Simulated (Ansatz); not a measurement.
`[OH][Al]([OH])[SiH3]` → `[OH][Al][OH]`• + `[SiH3]`•  (homolysis of the Al–Si bond)

Gas-phase electronic energies from Ansatz, PBE0-D4/def2-TZVP geometries. CBS: MP2 limit from def2 TZ/QZ plus the TZ coupled-cluster correction, frozen cores. This one scheme is used for every species. Functionals use def2-TZVPP. B3LYP here is the variant with VWN-RPA as its local correlation; programs differ in this. HSE06 is defined as in plane-wave codes. No spin–orbit coupling; open shells (•) take unrestricted orbitals. One conformer a species, not always the lowest.

Q: What is ΔE at CCSD(T)/CBS? (Estimate.)

A: Ansatz gave: +74.8 kcal/mol.

Q: What do these levels give: BLYP-D4, B97M-V, B3LYP-D4, ωB97M-V, PBE-QIDH, r2SCAN0, HSE06, LC-ωPBE, HF/def2-SVP, CCSD/def2-SVP, HF/CBS(def2), CCSD/CBS(def2)? (Best estimate.)

A: The calculation gave: BLYP-D4 68.5, B97M-V 74.2, B3LYP-D4 70.5, ωB97M-V 75.7, PBE-QIDH 71.8, r2SCAN0 68.1, HSE06 70.0, LC-ωPBE 70.2, HF/def2-SVP 54.9, CCSD/def2-SVP 70.4, HF/CBS(def2) 51.9, CCSD/CBS(def2) 73.7 kcal/mol.

Largest T1 diagnostic among the species: 0.016.

Leaving LDA and LC-ωPBE aside and taking each functional with its dispersion term where it has one, the values, not all of them listed here, spread over 9.0 kcal/mol, from revPBE-D4 to ωB97X-V. LDA lies +9.6 kcal/mol from PBE without D4, its usual overbinding. From BLYP to BHLYP (50 % exact exchange), in def2-TZVPP and without D4, ΔE moves by +3.6 kcal/mol.
